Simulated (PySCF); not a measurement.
Bi2: from constants to spectrum

PBE0 constants of Bi2, ¹Σg⁺ (singlet), closed shell (basis Bi cc-pVTZ-PP with ECP60; scalar-relativistic core potentials; PySCF 2.14; masses 208.9804 and 208.9804 u):

* ωe: 210.4 cm⁻¹
* ωexe: 0.217 cm⁻¹
* Be: 0.023619 cm⁻¹
* αe: 3.47e-05 cm⁻¹
* De to Bi + Bi: 2.23 eV

Q: What force constant and bond length do these constants imply?

A: Reduced mass μred = 104.49 u; k = 5.8918×10⁻⁷·μred·ωe² (u, cm⁻¹, mdyn/Å) = 2.73 mdyn/Å; Re = √(16.8576/(μred·Be)) (u, cm⁻¹, Å) = 2.614 Å.

Q: Estimate the centrifugal constant D from the Kratzer relation and find the Dunham coefficient a1.

A: D = 4Be³/ωe² = 1.19e-09 cm⁻¹; a1 = −1 − αeωe/(6Be²) = -3.18.

Closed-shell solutions of metal pairs were not tested for spin polarisation, which can lower them a little. These are scalar-relativistic numbers at best; spin–orbit coupling would shift them, the dissociation energy most.
